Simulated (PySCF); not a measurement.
PySCF input for dichloro(silyloxy)silane (Cl2H4OSi2), SMILES [SiH3]O[SiH](Cl)Cl, HF/pcSseg-1. Coordinates come from a ωB97X-D3(BJ)/def2-SVP optimisation. Other conformers were not sampled.

```python
import numpy as np
from pyscf import gto, scf, dft
from pyscf.prop.nmr import rhf as nmr

mol = gto.M(
    atom='''
    Si   -2.25512562   -0.61371741    0.35325836
    O    -0.83534470   -0.01462667    1.01763495
    Si    0.63425258    0.42154841    0.45818426
    Cl    0.38655760    1.48255504   -1.28189398
    Cl    1.73174729   -1.25138808    0.01943759
    H    -1.92872992   -1.45248293   -0.83275766
    H    -3.12476506    0.52207605   -0.05242970
    H    -2.92933348   -1.43042626    1.39391495
    H     1.34662526    1.23837443    1.45175491
    ''',
    basis='pcSseg-1',
    charge=0,
    spin=0,
    max_memory=1600,
    verbose=3,
)
mf = scf.RHF(mol)
mf.conv_tol = 1e-10
mf.max_cycle = 100
mf.kernel()
n = nmr.NMR(mf)
n.verbose = 2
n.max_cycle_cphf = 60
sigma = n.kernel()
print('atom   isotropic/ppm   span/ppm')
for i, s in enumerate(sigma):
    w = np.linalg.eigvalsh((s + s.T) / 2)
    print(f'{mol.atom_symbol(i):2s}{i + 1:3d} {w.mean():14.3f} {w[2] - w[0]:11.3f}')
```

Program output:

```
converged SCF energy = -1574.15409290176
atom   isotropic/ppm   span/ppm
Si  1        433.414      80.629
O   2        288.297      73.259
Si  3        415.563      19.777
Cl  4        905.902     234.329
Cl  5        903.999     247.298
H   6         27.148       7.842
H   7         27.205       8.732
H   8         27.265       9.031
H   9         26.814      10.548
```

The calculation finished and met its thresholds.
